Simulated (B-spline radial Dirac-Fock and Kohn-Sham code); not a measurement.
## Photoionisation of lanthanum ions at Mo Kα (17479.3 eV)

These are calculated numbers from a radial atomic solver; the model is independent-particle photoionisation in a Dirac-Hartree-Slater potential with a Latter tail, all multipoles, thresholds from Dirac-Fock ΔSCF. Cross sections in kb; a dash marks an empty subshell or a threshold above the photon energy.

| ion | configuration | total | 3d3/2 | 4p1/2 | 4d5/2 | 5s | 5d3/2 |
| --- | --- | --- | --- | --- | --- | --- | --- |
| La | [Xe] 5d1 6s2 | 9.959 | 0.0705 | 0.0739 | 0.0186 | 0.0249 | 0.000113 |
| La³⁺ | [Kr] 4d10 5s2 5p6 | 9.959 | 0.0705 | 0.0740 | 0.0186 | 0.0256 | – |
| La⁷⁺ | [Kr] 4d10 5s2 5p2 | 9.951 | 0.0706 | 0.0746 | 0.0190 | 0.0305 | – |
